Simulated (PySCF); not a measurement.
Structure problem from calculated spectra and properties.

Formula: CH3GeNS.

| Quantity | Value |
| --- | --- |
| NMR, other nuclei | isotropic shieldings of nuclei other than C and H, by class: 159 (1 N), 715 (1 S), 1482 (1 Ge) ppm [GIAO B3LYP/pcSseg-1 (pcSseg-2 on Ge)] |
| 1H NMR | chemical shifts (computed TMS as zero) by class: 5.02 (3 H) ppm [GIAO B3LYP/pcSseg-1 (pcSseg-2 on Ge)] |
| UV, strongest line | among the 15 lowest singlet transitions: S8 at 7.11 eV (174 nm, f = 1.171) [TDDFT CAM-B3LYP/def2-SVPD] |
| Rotational structure | rotational constants A, B, C: 77.624, 0.980, 0.980 GHz [PBE0-D3(BJ)/def2-SVP] |
| Polarisability | 75.1 au [CAM-B3LYP/def2-SVPD] |
| 13C NMR | chemical shifts (computed TMS as zero) by class: 151.3 (1 C) ppm [GIAO B3LYP/pcSseg-1 (pcSseg-2 on Ge)] |

Electronic properties: PySCF, gas phase, density fitting. Levels stand in brackets. Isolated species at its PBE0-D3(BJ)/def2-SVP geometry, gas phase. The calculation is non-relativistic and has no spin–orbit coupling, an omission that weighs most on germanium. NMR classes are plain means over equivalent atoms (diastereotopic ones count apart unless rotation or inversion swaps them), as if these changed places fast.

Problem. Give a SMILES that accounts for the data.

Solution. The one carbon: carbon bonded to N and S (151.3 ppm). All hydrogens form one class (5.02 ppm): hydrogen on germanium. The other shieldings belong to: 159 ppm, nitrogen bonded to C and Ge; 715 ppm, sulfur bonded to C; 1482 ppm, germanium bonded to N and 3 H. The optimised geometry has point group C3v and is a prolate symmetric top. Structure: Ge(NCS)H3, `[H][Ge]([H])([H])[N]=C=S`. The assignments are read from this structure; whether some other isomer fits the data as well wasn't checked. NMR values of atoms bound to Ge lack the spin–orbit term that these neighbours bring.
